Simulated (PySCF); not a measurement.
## C$_{4}$H$_{6}$ClF$_{3}$Si: full NMR table

```yaml
Formula: C4H6ClF3Si
SMILES: FC(F)(F)[C@@H]1CC[Si@@H]1Cl
Point_group_of_the_computed_structure: C1
Degrees_of_unsaturation: 1
Carbon_signals: 4
Proton_signals: 6
```

Molfile (atoms numbered from 1):
```
C4H6ClF3Si
     RDKit          3D

 15 15  0  0  0  0  0  0  0  0999 V2000
    2.3074   -0.3221   -1.4387 F   0  0  0  0  0  0  0  0  0  0  0  0
    1.5252    0.4807   -0.6882 C   0  0  0  0  0  0  0  0  0  0  0  0
    2.3573    1.3688   -0.1114 F   0  0  0  0  0  0  0  0  0  0  0  0
    0.7783    1.1782   -1.5615 F   0  0  0  0  0  0  0  0  0  0  0  0
    0.7099   -0.2722    0.3174 C   0  0  2  0  0  0  0  0  0  0  0  0
   -0.3720   -1.1441   -0.3566 C   0  0  0  0  0  0  0  0  0  0  0  0
   -1.6303   -0.3110   -0.0290 C   0  0  0  0  0  0  0  0  0  0  0  0
   -0.6519    0.7719    1.2060 Si  0  0  2  0  0  4  0  0  0  0  0  0
   -0.6441    2.7546    0.9737 Cl  0  0  0  0  0  0  0  0  0  0  0  0
    1.4170   -0.8315    0.9291 H   0  0  0  0  0  0  0  0  0  0  0  0
   -0.4116   -2.1280    0.1055 H   0  0  0  0  0  0  0  0  0  0  0  0
   -0.2049   -1.2741   -1.4248 H   0  0  0  0  0  0  0  0  0  0  0  0
   -2.4622   -0.9026    0.3429 H   0  0  0  0  0  0  0  0  0  0  0  0
   -1.9862    0.2355   -0.9009 H   0  0  0  0  0  0  0  0  0  0  0  0
   -0.7364    0.4038    2.6146 H   0  0  0  0  0  0  0  0  0  0  0  0
  1  2  1  0
  2  3  1  0
  2  4  1  0
  2  5  1  0
  5  6  1  0
  6  7  1  0
  7  8  1  0
  8  9  1  0
  8  5  1  0
  5 10  1  1
  6 11  1  0
  6 12  1  0
  7 13  1  0
  7 14  1  0
  8 15  1  1
M  END
```

How the numbers were obtained: coordinates at the GFN2-xTB level, σ from GIAO-PBE0/pcSseg-1, in PySCF 2.14.0 with density-fitted response routines (a single conformation, no relativistic terms, no solvent model, fast rotation and ring inversion assumed for equivalent nuclei).

Chemical shifts δ = σref − σ; TMS for 1H, 13C, 29Si; CFCl3 for 19F, all at this level.

| carbon | δC, type | δH (multiplicity) | HMBC from (2–3 bonds) | span of the C tensor (ppm) |
| --- | --- | --- | --- | --- |
| C2 | 138.2, C | – | H15, H10, H12, H11 | 16 |
| C5 | 45.1, CH | 2.62 (m) | H15, H12, H14, H11, H13 | 41 |
| C6 | 18.3, CH2 | H11 2.08 (m); H12 2.33 (m) | H15, H10, H14, H13 | 24 |
| C7 | 25.0, CH2 | H13 1.84 (m); H14 2.18 (m) | H15, H10, H12, H11 | 58 |

Other nuclei:
```csv
atoms,nucleus,environment,δ (ppm),σ (ppm)
H15,1H,"hydrogen on a silicon bonded to 2 C, Cl, in a 4-membered ring",5.65,26.06
F1/F3/F4,19F,fluorine of a CF3 group,-78.1,249.1
Si8,29Si,"silicon bonded to 2 C, Cl, H, in a 4-membered ring",4.9,344.2
```

1. Carbon types of the structure: 1 × C, 1 × CH, 2 × CH2, leaving 1 H on heteroatoms.
2. δC 138.2: CF3 carbon; 3 electronegative neighbours deshield it.
3. δC 45.1: sp3 CH bonded to Si.
4. δC 25.0: sp3 CH2 bonded to Si.
5. δC 18.3: sp3 CH2 in a ring; saturated and bonded to C and H only.
6. δH 2.33, 2.08: hydrogen on an sp3 CH2 in a ring.

Splittings by 19F in the carbon and heteronuclear signals aren't shown, as no couplings were computed. Shifts are as computed. Against solution values, carbons near 30 ppm lie about +3 ppm off and those near 130 ppm about +5 ppm. Of 1309 compounds with measured shifts, 239 miss one by over three times the rms of a fit or turn the order of signals round; such compounds aren't used in these exercises. Unscaled 19F shifts against computed CFCl3 carry errors that often reach 10 to 50 ppm. No couplings were computed; multiplicities are counted from neighbouring protons, with m where these are inequivalent, close in shift, in a saturated or five-membered ring or joined by F or P, and br s for small geminal =CH2 splittings.
